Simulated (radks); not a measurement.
Values are calculated unless marked as measured or tabulated.
Isoelectronic series with 12 electrons, each ion in its NIST ground configuration. Level of theory: scalar-relativistic Kohn-Sham, PBE, spin-unpolarised, spherical densities, finite nucleus; Fermi nuclear charge, rms radius of each element as measured or else 0.836 A^(1/3) + 0.57 fm (a radial shooting solver on a logarithmic mesh with Libxc functionals). Total energies (hartree) and orbital eigenvalues (hartree):

| ion | configuration | E (hartree) | 3s | 2p | 2s |
|---|---|---|---|---|---|
| Mg | [Ne] 3s2 | -200.27974 | -0.17292 | -1.71303 | -2.93426 |
| P3+ | [Ne] 3s2 | -339.74780 | -1.67625 | -5.99095 | -7.80532 |
| Ar6+ | [Ne] 3s2 | -517.86991 | -4.26504 | -12.62096 | -15.06025 |
| Sc9+ | [Ne] 3s2 | -734.79405 | -7.89087 | -21.54380 | -24.64525 |
| Cr12+ | [Ne] 3s2 | -990.78816 | -12.54786 | -32.75222 | -36.56522 |
| Co15+ | [Ne] 3s2 | -1286.19180 | -18.23970 | -46.25025 | -50.84027 |
| Zn18+ | [Ne] 3s2 | -1621.40806 | -24.97438 | -62.04693 | -67.49900 |
| As21+ | [Ne] 3s2 | -1996.90241 | -32.76273 | -80.15449 | -86.57666 |
| Kr24+ | [Ne] 3s2 | -2413.20579 | -41.61802 | -100.5877 | -108.1148 |
| Mo30+ | [Ne] 3s2 | -3370.70068 | -62.59372 | -148.5014 | -158.7708 |
| Rh33+ | [Ne] 3s2 | -3913.30837 | -74.75214 | -176.0222 | -188.0047 |
| Cd36+ | [Ne] 3s2 | -4499.56494 | -88.05371 | -205.9495 | -219.9321 |
| Sb39+ | [Ne] 3s2 | -5130.39126 | -102.5239 | -238.3086 | -254.6309 |
